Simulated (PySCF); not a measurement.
## Spin–spin coupling constants

Geometry:
| atom | x (Å) | y (Å) | z (Å) |
| --- | --- | --- | --- |
| C1 | -0.416 | 1.326 | 0.643 |
| O2 | -0.140 | 0.072 | 0.065 |
| C3 | -1.148 | -0.444 | -0.788 |
| Ga4 | 1.725 | -0.898 | 0.254 |
| F5 | 1.314 | -2.003 | -1.091 |
| H6 | -1.333 | 1.278 | 1.253 |
| H7 | -0.535 | 2.097 | -0.138 |
| H8 | 0.432 | 1.595 | 1.286 |
| H9 | -0.737 | -1.361 | -1.227 |
| H10 | -1.375 | 0.283 | -1.586 |
| H11 | -2.061 | -0.658 | -0.209 |
| H12 | 1.591 | -1.568 | 1.666 |
| H13 | 2.673 | 0.283 | -0.163 |

Method: B3LYP/pcJ-1 (pcSseg-1 on Ga) (spin–dipole term only in couplings to heteroatoms)//PBE0-D3(BJ)/def2-SVP, PySCF 2.14; isolated molecule, single conformer, non-relativistic. Couplings are averaged over pairs made equivalent by symmetry, fast rotation or ring inversion, so a value needn't be that of the named pair in this geometry, while other rotamers aren't included; one pair stands for each set, and the list holds those of at least 1.5 Hz over up to four bonds, among pairs with at least one C or F or H atom (others weren't computed).

Isotopes: ¹³C, ¹H, ¹⁷O, ¹⁹F. Couplings to quadrupolar nuclei such as 17O and 33S are rarely resolved in practice.

```
    pair  bonds  J (Hz)
  C1, O2      1       ?
  C1, H6      1   151.9
  O2, F5      2     3.6
  O2, H6      2    -5.2
 O2, H12      2       ?
 F5, H12      2    47.1
  H6, H7      2       ?
H12, H13      2    70.5
  C1, F5      3     7.8
  C1, H9      3     5.0
```

Estimate the withheld couplings, with signs.

Answers


- ¹J(C1,O2) = 16.4 Hz (bond length 1.408 Å)
- ²J(O2,H12) = -12.4 Hz (angle at Ga4 102°)
- ²J(H6,H7) = -11.0 Hz (mean over equivalent pairs that range from -13.2 to -7.7 Hz in this conformer)

Relativistic effects of the heavier atoms present are left out.
